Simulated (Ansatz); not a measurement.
A set of 12 reactions (isomerisation), with CCSD(T)/CBS values in kJ/mol:

```tsv
reaction	ΔE
`COCC#N` → `COC=C=N`	126.1
`C#CC(C)C` → `C=C1CCC1`	-19.8
`N#CC1=CCCCC1` → `Cc1ccnc(C)c1`	-54.0
`CB1CN1[SiH3]` → `CN1CB[SiH2]1`	164.9
`C=C=COC` → `C=C/C=C\O`	-116.9
`NC#CCO` → `C1=NCCO1`	-145.9
`NC#CCO` → `COC1=NC1`	26.1
`CN[SiH](C)N` → `CN(C)N[SiH3]`	298.0
`CC1(O)C=N1` → `CC(=N)C=O`	-114.5
`N/C=C/C=O` → `COC=C=N`	170.4
`C=C=COC` → `C=CCC=O`	-128.7
`CC[C@@H](C)[C@H](C)CC` → `CCC(C)CC(C)C`	-5.9
```

Calculated with Ansatz (gas phase, PBE0-D4/def2-TZVP geometries, no zero-point term in ΔE). CCSD(T)/CBS is the MP2 limit (def2-TZVPP, def2-QZVPP) plus CCSD(T) − MP2 in def2-TZVPP, frozen cores. This one scheme is used for every species. Double bonds are as drawn, so ΔE can hold a change between cis and trans. DFT in def2-TZVPP. B3LYP here is the variant with VWN-RPA as its local correlation; programs differ in this. Each species was taken in one conformer, which may not be the lowest.

Task: Give the mean, mean absolute and largest difference (level minus CCSD(T)/CBS, kJ/mol) for: PBE-D4, r2SCAN-D4, ωB97M-V, B2PLYP, PBE, PBE0, B3LYP, MP2/def2-TZVPP, SCS-MP2/def2-TZVPP, CCSD/def2-TZVPP, CCSD(T)/def2-TZVPP, MP2/def2-QZVPP, SCS-MP2/def2-QZVPP, MP2/CBS(def2). (Best estimate.)

Result: Computed: 
| level | mean | mean absolute | largest |
| --- | --- | --- | --- |
| PBE-D4 | -8.6 | 12.9 | -34.9 |
| r2SCAN-D4 | -5.3 | 10.6 | -28.3 |
| ωB97M-V | -2.0 | 4.7 | -10.7 |
| B2PLYP | -0.4 | 5.6 | -13.0 |
| PBE | -7.9 | 12.2 | -35.6 |
| PBE0 | -6.9 | 10.6 | -26.3 |
| B3LYP | -2.8 | 10.2 | -23.3 |
| MP2/def2-TZVPP | 2.9 | 5.8 | 15.2 |
| SCS-MP2/def2-TZVPP | 2.2 | 5.5 | 17.5 |
| CCSD/def2-TZVPP | -0.2 | 4.6 | 14.6 |
| CCSD(T)/def2-TZVPP | -1.7 | 4.2 | -8.8 |
| MP2/def2-QZVPP | 3.9 | 6.9 | 12.4 |
| SCS-MP2/def2-QZVPP | 3.3 | 4.8 | 14.9 |
| MP2/CBS(def2) | 4.6 | 8.2 | 12.4 |

The largest T1 diagnostic in the set is 0.016, for `N/C=C/C=O` (customary mark 0.02).

CCSD(T)/CBS is a level of theory with its own doubt, and the functionals carry their triple-zeta basis error, so these figures describe this set and don't rank the functionals.
